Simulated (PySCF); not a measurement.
Species: PbMe4, C4H12Pb.
Bonds: Pb1–C2, Pb1–C6, Pb1–C10, Pb1–C14. Hydrogens: H3, H4, H5 on C2; H7, H8, H9 on C6; H11, H12, H13 on C10; H15, H16, H17 on C14.

Level of theory: PBE0-D3(BJ)/def2-SVP geometry optimisation, gas phase, def2 core potentials past Kr (PySCF).

Question: How far are the bound atoms from Pb1?

Answer: 4 atoms: C6 2.242 Å, C10 2.242 Å, C2 2.243 Å, C14 2.243 Å. The nearest atom not counted as bound is H12, at 2.81 Å (others tie with it).

Question: List the angles at Pb1.

Answer: 
| angle | degrees | distance of the outer atoms (Å) |
| --- | --- | --- |
| C10–Pb1–C14 | 109.6 | 3.67 |
| C2–Pb1–C10 | 109.6 | 3.67 |
| C2–Pb1–C14 | 109.5 | 3.66 |
| C6–Pb1–C10 | 109.5 | 3.66 |
| C6–Pb1–C14 | 109.3 | 3.66 |
| C2–Pb1–C6 | 109.2 | 3.65 |

Question: What is the shape at Pb1?

Answer: Tetrahedral: angles from 109.2° to 109.6°; τ4 = (360° − α − β)/141° = 1.00 with α and β the two widest (0 for a square, 1 for a tetrahedron).

Question: What are the other bond lengths?

Answer: C2–H3 and 11 like bonds 1.099 Å.

Question: What are the rotational constants (commonest isotopes, rigid rotor)?

Answer: A = 2255, B = 2253, C = 2247 MHz: a spherical top.

Point group: T (tolerance 0.08 Å). Charge 0, singlet. Not checked by PBE0-D3(BJ)/def2-SVP frequencies.

Hardware: 4 threads, Intel Xeon 6975P-C (x86_64), shared host with 192 logical CPUs at a one-minute load of 85. Cost: 30 s wall, 3.2 min CPU, 0.64 GiB resident at most. These figures are those of the optimisation.
